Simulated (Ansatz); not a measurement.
Basis-set series for C3H4Si. The species carries charge 0 and has multiplicity 1. The bonds changed during the relaxation, so this is another structure than the one it started from. The structure was optimised at the PBE0-D4/def2-TZVP level.

```xyz
8

C     0.740   -0.234   -0.729
C    -0.437   -0.691   -1.123
Si   -0.579    0.183    0.570
C     1.294    0.421    0.280
H    -0.690   -1.694   -1.438
H    -1.301    1.470    0.557
H    -0.936   -0.764    1.644
H     1.909    1.309    0.240
```

```tsv
functional	basis	functions	energy (Eh)	HOMO (eV)	LUMO (eV)
PBE0-D4	def2-SVP	80	-405.62823	-6.06	-1.26
PBE0-D4	def2-TZVPP	191	-405.86215	-6.17	-1.39
ωB97M-V	def2-SVP	80	-405.80985	-8.12	0.93
ωB97M-V	def2-TZVPP	191	-406.05040	-8.26	0.70
```

Task: Give the rows for def2-QZVPP. (Best estimate.)

Result: The calculation gave: 
| functional | basis | functions | energy (Eh) | HOMO (eV) | LUMO (eV) |
| --- | --- | --- | --- | --- | --- |
| PBE0-D4 | def2-QZVPP | 361 | -405.87887 | -6.19 | -1.43 |
| ωB97M-V | def2-QZVPP | 361 | -406.06574 | -8.28 | 0.59 |

Positive LUMOs are unbound and depend on the basis.

Program: Ansatz 0.2.0.
